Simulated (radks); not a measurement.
These are the eigenvalues of the occupied orbitals of an atom or ion with whole-number occupations (eV). All-electron calculation, scalar-relativistic Kohn-Sham, r2SCAN, spin-polarised, spherical densities, finite nucleus; meta-GGA in the generalised Kohn-Sham scheme; Fermi nuclear charge, rms radius of each element as measured or else 0.836 A^(1/3) + 0.57 fm. Program: a radial shooting solver on a logarithmic mesh with Libxc functionals.

| orbital | eigenvalue |
|---|---|
| 1s up | -66499.14 |
| 1s down | -66470.66 |
| 2s up | -16166.09 |
| 2s down | -16117.41 |
| 2p up | -15138.64 |

Which element is it, and in what charge state? The configuration may be excited. Open shells, if any, are filled with parallel spins first.

Answer. Z = 69, thulium, charge +64: Tm64+ in [He] 2s2 2p1. The list shows which subshells hold electrons but not how many an open one holds; the 1s level, -2443.8 hartree, gives Z - s = 69.9 by -(Z - s)^2/2, which with screening and relativity narrows Z to a few neighbours, and the depths of the outer levels then fix element, charge and occupations together.
